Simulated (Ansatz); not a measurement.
`[CH3][In]([Cl])[Br]` + H₂S → `[CH3][In]([SH])[Cl]` + HBr  (ligand exchange at the In–Br bond)

Computed with Ansatz on PBE0-D4/def2-TZVP structures; ΔE is electronic, products minus reactants. CCSD(T)/CBS is the MP2 limit (def2-TZVPP, def2-QZVPP) plus CCSD(T) − MP2 in def2-TZVPP, frozen cores. This one scheme is used for every species. Functionals use def2-TZVPP. B3LYP here is the variant with VWN-RPA as its local correlation; programs differ in this. HSE06 is defined as in plane-wave codes. def2 core potentials past Kr. For Br, In outer-core shells are correlated without core-valence functions, which leaves a few kJ/mol of doubt a bond. Scalar relativity is left out up to krypton. Each species was taken in one conformer, which may not be the lowest.

| level | ΔE (kJ/mol) | difference from CCSD(T)/CBS |
| --- | --- | --- |
| LDA (SPW92) | 33.7 | -10.5 |
| revPBE-D4 | 38.2 | -6.0 |
| B97M-V | 42.2 | -2.0 |
| PBE0-D4 | 42.1 | -2.1 |
| B3LYP-D4 | 44.1 | -0.1 |
| HSE06-D4 | 42.3 | -1.9 |
| CAM-B3LYP-D4 | 44.8 | 0.6 |
| ωB97X-V | 45.2 | 1.0 |
| ωB97M-V | 44.1 | -0.1 |
| PBE-QIDH | 44.1 | -0.1 |
| PBE | 39.2 | -5.0 |
| BLYP | 43.1 | -1.1 |
| LC-ωPBE | 43.3 | -0.9 |
| HF/def2-SVP | 56.3 | 12.1 |
| HF/def2-TZVPP | 59.9 | 15.7 |
| HF/CBS(def2) | 60.2 | 16.0 |
| CCSD(T)/CBS | 44.2 | 0 |

Largest T1 diagnostic among the species: 0.012.

Leaving LDA and LC-ωPBE aside and taking each functional with its dispersion term where it has one, the values, not all of them listed here, spread over 11.4 kJ/mol, from revPBE-D4 to BHLYP-D4. LDA lies −5.6 kJ/mol from PBE without D4. In def2-TZVPP, CCSD(T) changes the Hartree–Fock value by −18.2 kJ/mol (the triples alone add −2.5 kJ/mol) and MP2 by −18.8 kJ/mol. From PBE to PBE0 (25 % exact exchange), in def2-TZVPP and without D4, ΔE moves by +3.7 kJ/mol.
